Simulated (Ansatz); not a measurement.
Br₃ClHf (`[Cl][Hf]([Br])([Br])[Br]`). Charge 0, multiplicity 1. Hf: def2 effective core potential.

(1) What are the harmonic wavenumbers in cm⁻¹ at PBE0-D4/def2-TZVP (Ansatz, finite differences of forces, unscaled)? (Best estimate.)

(2) Is this a minimum?

(3) Give the ideal-gas thermochemistry at 298.15 K and 1 bar (rigid rotor, harmonic oscillator; point group C3v, symmetry number 3).

(4) And at 400, 500, 600, 800 and 1000 K?

(5) Rotational constants (cm⁻¹)?

## Answers

(1) The calculation gave: 64, 64, 71, 87, 87, 244, 276, 276, 393.

(2) Yes, all 9 modes are real.

(3) Zero-point energy 9.3 kJ/mol; H(298) − E = 34.1 kJ/mol; entropy 420.8 J/(mol·K), of which translation 185.1, rotation 126.4, vibration 109.2; G(298) − E = -91.4 kJ/mol. Modes under 100 cm⁻¹ are hindered rotations or soft bends, so the harmonic entropy is rough.

(4) 
```csv
T (K),H − E (kJ/mol),S (J/mol/K),G − E (kJ/mol)
400,44.6,451.3,-135.9
500,55.2,474.8,-182.2
600,65.8,494.1,-230.7
800,87.2,524.9,-332.7
1000,108.7,548.9,-440.2
```

(5) 0.01734, 0.01733, 0.01295.
